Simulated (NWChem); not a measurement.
# LaNH2F2; SMILES [NH2][La]([F])[F]

```xyz
6

La    -0.0512     0.1318     0.0000
F     -1.0074    -0.2770    -1.8822
F     -1.0074    -0.2770     1.8822
N      2.2068    -0.2426     0.0000
H      2.8017    -0.4128     0.8127
H      2.8017    -0.4128    -0.8127
```
Atoms are numbered in this order, from 1.

Results from NWChem. Geometry: optimised at PBE0/def2-SVP. def2 effective core potentials on La; no spin-orbit coupling. Ions are spin-unrestricted doublets at the neutral geometry; other ion states weren't tried.

What does the run give for CAM-B3LYP/def2-SVP? Quantities: vertical ionisation energy, ΔSCF (eV); −ε(HOMO) (eV).

The vertical ionisation energy, ΔSCF (eV) is 8.97. The −ε(HOMO) (eV) comes out as 8.01.
